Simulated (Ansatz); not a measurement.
Mulliken charges of CH4AlClOSi (`[AlH2][C@@H]1O[Si@H]1Cl`) from B3LYP/def2-TZVPP in Ansatz (PBE0-D4/def2-TZVP geometry).

| atom | x (Å) | y (Å) | z (Å) | charge (e) |
| --- | --- | --- | --- | --- |
| Al1 | 1.089 | 0.449 | 1.437 | 0.437 |
| C2 | -0.488 | 0.302 | 0.316 | -0.155 |
| O3 | -1.104 | -1.082 | 0.122 | -0.394 |
| Si4 | -0.483 | -0.537 | -1.288 | 0.538 |
| Cl5 | -1.775 | -0.019 | -2.765 | -0.204 |
| H6 | 1.540 | 1.896 | 1.905 | -0.139 |
| H7 | 1.933 | -0.852 | 1.758 | -0.136 |
| H8 | -1.276 | 1.058 | 0.376 | 0.103 |
| H9 | 0.653 | -1.263 | -1.878 | -0.049 |

**Question.** By hand: the dipole of these point charges (1 e Å = 4.8032 D).

**Answer.** Σ q r = (0.448, 0.314, 0.029) e Å, of length 0.548 e Å = 2.63 D.

**Question.** How does the dipole of the full density compare? (Estimate.)

**Answer.** The calculation gave: (0.181, 0.170, -0.123) e Å, 1.33 D; the point charges give 1.98 times that, at 30° from its direction.

Point charges leave out the atoms' own dipoles, such as those of lone pairs, and Mulliken's split depends on the basis, so the two needn't agree.

B3LYP here is the variant with VWN-RPA as its local correlation; programs differ in this.
